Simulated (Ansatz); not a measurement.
TeCl, SMILES Cl[Te], multiplicity 2.

The structure is a stationary point at B3LYP-D3(BJ)/def2-TZVP. The spin state was assumed, not searched. The def2 effective core potentials stand for the cores of Te; spin–orbit coupling is left out.

Two levels are set side by side: PBE/def2-TZVPD (Ansatz, a first-principles code) and CAM-B3LYP/def2-TZVPD (Ansatz). Energy differences of separate SCF runs at the same geometry; the states with an electron removed or added have multiplicity 3 and 1. Differences are taken from unrounded values.

```csv
quantity,CAM-B3LYP
vertical ionisation energy (eV),8.88
vertical electron affinity (eV),2.50
```

Question: What does PBE give, and how far is it from CAM-B3LYP? (Estimate from the structure and the level; the computed values follow.)

Answer: 
```json
[
 {"quantity": "vertical ionisation energy (eV)", "PBE": "8.58", "PBE minus CAM-B3LYP": "-0.30"},
 {"quantity": "vertical electron affinity (eV)", "PBE": "2.36", "PBE minus CAM-B3LYP": "-0.14"}
]
```
